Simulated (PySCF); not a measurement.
Ge(Me)(Vi)2(OH), SMILES [CH]([Ge]([OH])([CH]=C)[CH3])=C, GFN2-xTB optimised geometry.

```
17

C     -2.16    -2.17    -2.27
C     -1.20    -2.50    -1.42
Ge    -0.51    -1.30     0.00
C      1.49    -1.30     0.00
O     -1.05    -1.92     1.57
C     -1.34     0.48     0.00
C     -1.28     1.34    -1.00
H     -2.52    -2.84    -3.03
H     -2.62    -1.19    -2.24
H     -0.75    -3.48    -1.48
H      1.88    -2.31     0.01
H      1.86    -0.78     0.88
H      1.87    -0.79    -0.88
H     -0.76    -2.79     1.82
H     -1.88     0.74     0.90
H     -0.75     1.12    -1.91
H     -1.75     2.31    -0.96
```

Density from B3LYP/def2-SVP run with PySCF at that geometry.

Minimum of the electron density along straight lines between bonded atoms, close to the bond critical point (lines longer than 1.1 times the sum of covalent radii, or with two minima, are not listed):

| bond | length / Å | ρ at the minimum / e bohr⁻³ | ∇²ρ there / e bohr⁻⁵ | position (fraction from the first atom) |
|---|---|---|---|---|
| C1–C2 | 1.321 | 0.347 | -0.95 | 0.50 |
| C2–Ge3 | 1.982 | 0.123 | 0.05 | 0.54 |
| Ge3–C4 | 1.997 | 0.121 | ___ | 0.47 |
| Ge3–O5 | 1.771 | ___ | ___ | 0.47 |
| Ge3–C6 | 1.964 | 0.128 | 0.05 | 0.47 |
| C6–C7 | 1.322 | 0.347 | -0.94 | 0.50 |
| C1–H8 | 1.081 | 0.282 | -1.08 | 0.63 |
| C1–H9 | 1.079 | 0.285 | -1.10 | 0.64 |
| C2–H10 | 1.084 | 0.278 | -1.02 | 0.63 |
| C4–H11 | 1.087 | 0.273 | -0.98 | 0.62 |
| C4–H12 | 1.086 | 0.274 | -1.00 | 0.63 |
| C4–H13 | 1.084 | 0.274 | -0.99 | 0.63 |
| O5–H14 | 0.954 | 0.358 | -2.31 | 0.81 |
| C6–H15 | 1.082 | 0.281 | -1.06 | 0.64 |
| C7–H16 | 1.079 | 0.284 | -1.08 | 0.63 |
| C7–H17 | 1.081 | 0.282 | -1.08 | 0.63 |

Task: What belongs in the gaps?

Result: 
- Ge3–C4, ∇²ρ there / e bohr⁻⁵: 0.03
- Ge3–O5, ρ at the minimum / e bohr⁻³: 0.138
- Ge3–O5, ∇²ρ there / e bohr⁻⁵: 0.69
